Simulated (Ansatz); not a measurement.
Consider the formal exchange of groups at a C–C bond: `FC(F)(F)C[O][Hf]([Cl])([Cl])[Cl]` + CH₃NH₂ → `NCC(F)(F)F` + `C[O][Hf]([Cl])([Cl])[Cl]`.

Program: Ansatz. Geometries: PBE0-D4/def2-TZVP. ΔE: electronic, gas phase. CCSD(T)/CBS adds triple-zeta CCSD(T) − MP2 to the extrapolated MP2 energy (def2 sets, frozen cores). DFT in def2-TZVPP. B3LYP here is the variant with VWN-RPA as its local correlation; programs differ in this. HSE06 is defined as in plane-wave codes. Elements past krypton have def2 core potentials. For Hf outer-core shells are correlated without core-valence functions, which leaves a few kJ/mol of doubt a bond. One conformer a species, not always the lowest.

Is it downhill or uphill in electronic energy at CCSD(T)/CBS, and by how much? (Estimate.)

Computed: Downhill: ΔE = -11.0 kJ/mol.

What do these levels give: revPBE-D4, PBE0-D4, B2PLYP, revPBE, BLYP, r2SCAN, PBE0, B3LYP, r2SCANh, HSE06, RPA@PBE/def2-TZVPP, SCS-MP2/def2-QZVPP? (Best estimate.)

The calculation gave: revPBE-D4 -8.5, PBE0-D4 -10.5, B2PLYP -13.2, revPBE -12.7, BLYP -13.5, r2SCAN -12.0, PBE0 -12.9, B3LYP -13.6, r2SCANh -12.2, HSE06 -12.9, RPA@PBE/def2-TZVPP -8.9, SCS-MP2/def2-QZVPP -12.5 kJ/mol.

Largest T1 diagnostic among the species: 0.014.

Leaving LDA and LC-ωPBE aside and taking each functional with its dispersion term where it has one, the values spread over 4.7 kJ/mol, from B2PLYP to revPBE-D4. The D4 term adds +3.6 kJ/mol with B3LYP and +2.4 kJ/mol with PBE0; it sums over pairs of atoms, weighted by their polarisabilities, and B3LYP, whose exchange is more repulsive, gets the larger term.
